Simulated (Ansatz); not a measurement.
`[CH3][GeH2][NH][Si](C)(F)F`, relaxed with RKS PBE-D4/def2-SVP in Ansatz 0.2.0 from a rough embedded geometry. The force threshold is 0.03 eV/Å; the program also tests the step.

Charge 0, multiplicity 1.

Start:

```xyz
16

C    -0.235    2.720    1.253
Ge   -0.365    0.767    0.857
N     0.897    0.315   -0.422
Si    0.922   -1.404   -0.730
C    -0.707   -1.969   -1.476
F     1.066   -2.236    0.801
F     2.178   -1.867   -1.701
H     0.830    2.890    1.632
H    -0.424    3.237    0.324
H    -0.984    2.916    2.033
H    -1.808    0.466    0.315
H    -0.101   -0.055    2.113
H     1.842    0.529   -0.023
H    -0.874   -1.445   -2.433
H    -1.579   -1.774   -0.803
H    -0.658   -3.091   -1.740
```

```
        step  energy (eV)  largest force (eV/Å)  largest move (Å)
           1  -73505.8289                 2.184             0.000
           2  -73506.2020                 1.455             0.197
           3  -73506.3273                 0.610             0.200
4 (rejected)  -73506.2524                 0.927             0.200
           5  -73506.3683                 0.118             0.097
           6  -73506.3797                 0.217             0.099
           7  -73506.3860                 0.179             0.088
           8  -73506.3899                 0.085             0.072
           9  -73506.3932                 0.100             0.116
          10  -73506.3963                 0.162             0.138
          11  -73506.3994                 0.142             0.058
          13  -73506.4044                 0.104             0.068
          15  -73506.4072                 0.064             0.054
          17  -73506.4094                 0.055             0.095
          19  -73506.4106                 0.061             0.057
          21  -73506.4119                 0.096             0.016
          23  -73506.4140                 0.177             0.166
          25  -73506.4164                 0.142             0.121
          27  -73506.4185                 0.169             0.071
          29  -73506.4208                 0.065             0.043
          31  -73506.4220                 0.075             0.025
          33  -73506.4224                 0.034             0.036
          34  -73506.4225                 0.024             0.019
```

End:

```xyz
16

C    -0.333    2.332    0.455
Ge   -0.349    0.655    1.476
N     0.942   -0.528    0.830
Si    0.960   -1.379   -0.658
C    -0.704   -1.411   -1.484
F     1.507   -2.901   -0.405
F     2.061   -0.757   -1.700
H     0.663    2.810    0.524
H    -0.552    2.130   -0.612
H    -1.097    3.034    0.846
H    -1.737   -0.034    1.354
H     0.014    0.892    2.966
H     1.788   -0.582    1.407
H    -1.065   -0.387   -1.712
H    -1.459   -1.909   -0.845
H    -0.640   -1.964   -2.442
```

Hardware: 2 threads of an AMD EPYC 7R13 on a shared host and a share of an NVIDIA H100 80 GB. Wall time 52 s, peak host memory 0.87 GiB.
